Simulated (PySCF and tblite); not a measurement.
Results of a calculation; reference values are marked as such.
C₇H₁₀O, numbered as in [CH:1]#[C:2][CH:3]1[CH2:4][CH2:5][O:6][CH2:7][CH2:8]1.

Level: B3LYP-D3(BJ)/def2-SVP (IEF-PCM, dichloromethane)//GFN2-xTB, thermal terms from GFN2-xTB, symmetry numbers and mirror pairs counted. Conformers within 2.5 kcal/mol (GFN2-xTB free energy) were kept, 6 at most. GIAO shieldings: B97-2/pcSseg-1 (IEF-PCM, dichloromethane). Shifts are against TMS (¹H), TMS (¹³C) at the same level; of two unlike H on one atom, a is the less shielded. Codes: tblite and PySCF.

(1) List the conformer-averaged shifts at 298.15 K.

(2) How do the conformers differ?

(3) Which signal moves most, for its nucleus, between 250 and 350 K through the change of populations alone?

Shifts are unscaled: against experiment ¹³C can be off by 15 ppm or more and ¹H by 0.8 ppm.

## Answers

(1) ¹H: 4.14 (H5a/H7a, 2H), 3.68 (H5b/H7b, 2H), 2.65 (H3, 1H), 1.82 (H1, 1H), 1.78 (H4a/H8a, 2H), 1.59 (H4b/H8b, 2H) ppm. ¹³C: 92.1 (C2), 73.4 (C1), 70.3 (C5/C7), 36.6 (C4/C8), 28.4 (C3) ppm.

(2) The 6-ring runs over atoms 3–4–5–6–7–8.
```
conformer                                       shape  weight %
        1  6-ring chair (all substituents equatorial)      71.9
        2                     6-ring chair (C2 axial)      28.1
```

```csv
signal,1,2,average
H1,1.79,1.91,1.82
H3,2.47,3.10,2.65
H4a/H8a,1.74,1.87,1.78
H4b/H8b,1.63,1.48,1.59
H5a/H7a,4.15,4.13,4.14
H5b/H7b,3.57,3.96,3.68
C1,72.4,75.9,73.4
C2,92.5,91.1,92.1
C3,28.9,27.1,28.4
C4/C8,37.3,34.9,36.6
C5/C7,71.2,67.8,70.3
```

(3) H3: 2.63 ppm at 250 K, 2.65 ppm at 298.15 K, 2.66 ppm at 350 K.
